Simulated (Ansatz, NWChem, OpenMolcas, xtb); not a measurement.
## Relative energies of GeSiH6O isomers

3 of its isomers, all singlets with charge 0: A = `O[SiH2][GeH3]`; B = `[OH][GeH2][SiH3]`; C = `[SiH3][O][GeH3]`.

Shapes, held fixed at every level: PBE0-D4/def2-TZVP. Flexible molecules stand in one conformer, not always the lowest. Programs: Ansatz 0.2.0, NWChem 7.3.0, OpenMolcas 26.06, xtb 6.7.1. A level may come from different programs for different species; with the same settings they agree closely.

Electronic energies in kJ/mol, without zero-point or thermal terms.

(1) Which isomer should be the most stable, and roughly by how much?

Answers

(1) C < A < B in rising energy, over a span of 90 kJ/mol, by CCSD(T)/def2-TZVPP. All levels agree on that, though SPW92/def2-TZVPP by under 2 kJ/mol. The B − A difference spans +53.5 to +65.9 kJ/mol over the levels. Relativity is left out for Ge. Outer-core shells of Ge are correlated, in sets that cover them unevenly.

```csv
level,kind,B − A,C − A
GFN0-xTB,semi-empirical,+58.1,-35.4
HF/def2-SVP,Hartree–Fock,+58.5,-51.7
SPW92/def2-TZVPP,LDA,+65.7,-1.9
B3LYP/6-31G* (spherical functions),global hybrid,+55.6,-27.7
PBE0-D4/def2-TZVPP,global hybrid,+61.8,-11.5
r2SCAN0-D4/def2-TZVPP,global hybrid,+65.9,-20.3
wB97X-V/def2-TZVPP,range-separated hybrid,+61.5,-26.8
MP2/def2-SVP,perturbation theory,+53.5,-43.2
CCSD(T)/def2-TZVPP,coupled cluster or CI,+61.3,-28.8
```
